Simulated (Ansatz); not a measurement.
Reaction (ligand exchange at a B–N bond): `C=NB(O)F` + H–F → `OB(F)F` + `C=N`

Gas-phase electronic energies from Ansatz, PBE0-D4/def2-TZVP geometries. CBS: MP2 limit from def2 TZ/QZ plus the TZ coupled-cluster correction, frozen cores. This one scheme is used for every species. DFT in def2-TZVPP. B3LYP here is the variant with VWN-RPA as its local correlation; programs differ in this. HSE06 is defined as in plane-wave codes. One conformer a species, not always the lowest.

Q: Is it downhill or uphill in electronic energy at CCSD(T)/CBS, and by how much? (An estimate is asked.)

A: Ansatz gave: Downhill: ΔE = -19.1 kcal/mol.

Q: What do these levels give: LDA (SPW92), PBE-D4, PBE0-D4, HSE06-D4, PBE-QIDH, B3LYP? (An estimate is asked.)

A: The calculation gave: LDA (SPW92) -17.1, PBE-D4 -17.6, PBE0-D4 -18.4, HSE06-D4 -18.4, PBE-QIDH -19.5, B3LYP -20.3 kcal/mol.

Largest T1 diagnostic among the species: 0.013.

In def2-TZVPP, CCSD(T) changes the Hartree–Fock value by +3.5 kcal/mol (the triples alone add +0.5 kcal/mol) and MP2 by +4.6 kcal/mol. From PBE to PBE0 (25 % exact exchange), in def2-TZVPP and without D4, ΔE moves by −0.7 kcal/mol.
